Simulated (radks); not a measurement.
Spherical quantum dot in the effective-mass picture: electrons in a hard-walled sphere of radius 1.48, all in effective atomic units (hartree* = m*/eps^2 hartree, bohr* = eps/m* bohr), one dielectric constant everywhere. Calculated with a radial shooting solver with Libxc functionals: non-relativistic Kohn-Sham, PBE, spin-polarised, spherical densities. Levels are named by radial order and angular momentum (1s, 1p, 1d, 2s, ...), and open shells are averaged over m.

N = 22, configuration 1s2 1p6 1d10 2s(up 1, down 0) 1f(up 3, down 0). This is the lowest configuration that the search found. Occupied and some empty levels:

level,occupation,eigenvalue (hartree*),<r> (bohr*)
1s up,1,22.411,0.8865
1s down,1,22.559,0.8913
1p up,3,24.007,0.9659
1p down,3,24.132,0.9655
1d up,5,26.421,1.019
1d down,5,26.547,1.018
2s up,1,29.346,0.6868
1f up,3,29.550,1.059
1f down,0,29.682,1.058
2s down,0,29.719,0.6945
1g up,0,33.336,1.091
1g down,0,33.476,1.090
2p up,0,33.709,0.7795
2p down,0,33.920,0.7850
2d up,0,38.707,0.8444
2d down,0,38.844,0.8471

Energy (hartree*): total 356.267, kinetic 156.82, external 0, Hartree 223.24, exchange-correlation -23.797.
